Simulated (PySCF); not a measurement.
# C5H7ClFO2: g tensor and hyperfine couplings

Species: C₅H₇ClFO₂ (doublet state).
Z-matrix (Å and degrees, GFN2-xTB geometry), rows numbered from 1:
```
F 
C   1  1.4321
C   2  1.5254  1  106.56
C   3  1.5211  2  110.51  1   -60.82
Cl  4  1.7795  3  109.94  2  -179.12
C   2  1.4826  1  109.62  3   127.34
O   6  1.3624  2  108.72  1    98.65
C   7  1.4039  6  107.07  2     2.75
O   2  1.3871  1  107.85  3  -120.92
H   3  1.0902  2  108.27  1   178.36
H   3  1.0906  2  108.13  1    60.28
H   4  1.0894  3  111.07  2    62.13
H   4  1.0893  3  110.74  2   -60.40
H   6  1.0691  2  127.52  1   -53.01
H   8  1.0958  7  110.34  6   130.70
H   8  1.1043  7  108.79  6  -108.72
```

The hyperfine couplings belong to this conformer and change with its torsions.

As a line formula: `F[C@@]1(CCCl)[CH]OCO1` [radical].

Computed, not measured: UKS B3LYP, pcH-1 on C Cl F H O, non-relativistic, mean-field spin-orbit, GIAO (PySCF 2.14.0). Isolated species at its GFN2-xTB geometry (one conformer only). A GFN2-xTB geometry isn't a minimum of the functional, and hyperfine couplings can be far from their values at a DFT geometry. Stability of the SCF solution: not tested.

```json
{
  "g1, g2, g3": "2.00210, 2.00310, 2.00427",
  "g_iso": "2.00316",
  "Form of g": "rhombic: the two nearest values differ by 46 % of g3 − g1",
  "⟨S²⟩": "0.7534 (exact 0.7500)",
  "HOMO–LUMO gap, α and β orbitals": "6.28, 6.16 eV"
}
```

Hyperfine couplings atom by atom, in MHz; T1 to T3 are the principal values of the dipolar part:

| atom | isotope | a_iso | of which spin–orbit | T1 | T2 | T3 | Mulliken spin population |
| --- | --- | --- | --- | --- | --- | --- | --- |
| F1 | 19F | 229.5 | 0.6 | -91.2 | -83.0 | 174.2 | 0.03 |
| C2 | 13C | 2.1 | 0.0 | -2.0 | -0.4 | 2.4 | -0.03 |
| C3 | 13C | 11.4 | 0.0 | -1.7 | -1.4 | 3.1 | 0.01 |
| C4 | 13C | 7.2 | 0.0 | -0.6 | -0.5 | 1.1 | 0.00 |
| Cl5 | 35Cl | 0.3 | 0.0 | -0.4 | -0.3 | 0.7 | 0.00 |
| C6 | 13C | 138.3 | 0.0 | -73.1 | -72.5 | 145.7 | 0.84 |
| O7 | 17O | -30.7 | 0.0 | -76.8 | 37.3 | 39.5 | 0.15 |
| C8 | 13C | -7.4 | 0.0 | -2.0 | -0.7 | 2.7 | -0.02 |
| O9 | 17O | -1.0 | 0.0 | -4.5 | 1.7 | 2.9 | 0.01 |
| H10 | 1H | 5.2 | 0.0 | -4.3 | -2.5 | 6.7 | 0.00 |
| H11 | 1H | -0.8 | 0.0 | -2.8 | -2.7 | 5.4 | 0.00 |
| H12 | 1H | 0.2 | 0.0 | -1.2 | -0.8 | 2.0 | 0.00 |
| H13 | 1H | -0.1 | 0.0 | -1.1 | -0.9 | 2.0 | 0.00 |
| H14 | 1H | -37.4 | 0.0 | -33.8 | -2.1 | 35.9 | -0.03 |
| H15 | 1H | 11.7 | 0.0 | -3.3 | -2.8 | 6.1 | 0.01 |
| H16 | 1H | 30.6 | 0.0 | -3.2 | -2.6 | 5.9 | 0.02 |

Largest spin populations (Mulliken): C6 (+0.84) and O7 (+0.15). The angles at C6 add up to 354.0°, so it is slightly pyramidal.

Axes: g2 points within 5° of the C6–O7 bond.

Under fast tumbling the dipolar parts average out, and these isotropic splittings remain: 1 × 19F (F1, I = 1/2, 2 lines) with 8.19 mT, 1 × 1H (H14, I = 1/2, 2 lines) with 1.33 mT, 1 × 1H (H16, I = 1/2, 2 lines) with 1.09 mT, 1 × 1H (H15, I = 1/2, 2 lines) with 0.42 mT, 1 × 1H (H10, I = 1/2, 2 lines) with 0.18 mT and 1 × 1H (H11, I = 1/2, 2 lines) with 0.03 mT.

The 13C coupling of C6 (138.3 MHz) shows only in satellite lines or after enrichment, since that isotope makes up about 1.07 % of natural carbon.

The 17O coupling of O7 (-30.7 MHz) shows only in satellite lines or after enrichment, since that isotope makes up about 0.038 % of natural oxygen.

The spin density at the nucleus, in bohr⁻³, is negative for H14 (-0.0084) and C8 (-0.0066), for instance. A restricted open-shell determinant has no negative spin density anywhere; here it arises because α and β orbitals differ (spin polarisation).
